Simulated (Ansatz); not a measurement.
Reaction (SMILES): [BH]N (BH-NH2) → [BH-]N (closed-shell singlet) (an electron is taken up)
B3LYP-D3(BJ)/def2-TZVP geometries, fixed; electronic energies without zero-point terms; positive where energy is released.
Largest species:
```
N
H 1 1.0078
H 1 1.0126 2 112.87
B 1 1.3753 2 123.32 3 -180.00
H 4 1.1913 1 125.43 2 180.00
```
Charge 0, spin multiplicity 2.

Effect of a fitting basis named in the input at MP2/cc-pVTZ with Ansatz (a first-principles code), against the last row, where the adiabatic electron affinity is -0.87 eV (the electron is unbound at this level). Cores are frozen. A restricted Hartree-Fock determinant is unstable towards unrestricted orbitals. Open shells are unrestricted. The default fits or decomposes integrals by the program's own choice; accuracy: high also tightens integrals, grids and stops.

| setting | largest shift of a total energy (mEh) | shift of the adiabatic electron affinity (eV) |
|---|---|---|
| fitting: def2-universal-jkfit and def2-SVP-RIFIT | -0.913 | -0.007 |
| fitting: def2-universal-jkfit and cc-pVDZ-RIFIT | -0.506 | -0.007 |
| fitting: def2-universal-jkfit and cc-pVTZ-RIFIT | 0.146 | -0.002 |
| fitting: def2-universal-jkfit and aug-cc-pVTZ-RIFIT | 0.086 | -0.001 |
| fitting: def2-universal-jkfit and cc-pVQZ-RIFIT | 0.085 | -0.001 |
| fitting: def2-universal-jkfit and aug-cc-pVQZ-RIFIT | 0.063 | -0.001 |
| accuracy: high | -0.003 | 0.000 |
| accuracy: medium (default) | 0.000 | 0.000 |

Within 0.002 eV in the adiabatic electron affinity: fitting: def2-universal-jkfit and cc-pVTZ-RIFIT; fitting: def2-universal-jkfit and aug-cc-pVTZ-RIFIT; fitting: def2-universal-jkfit and cc-pVQZ-RIFIT; fitting: def2-universal-jkfit and aug-cc-pVQZ-RIFIT; accuracy: high. The largest shift is 0.913 mEh in a total energy and 0.007 eV in the difference.
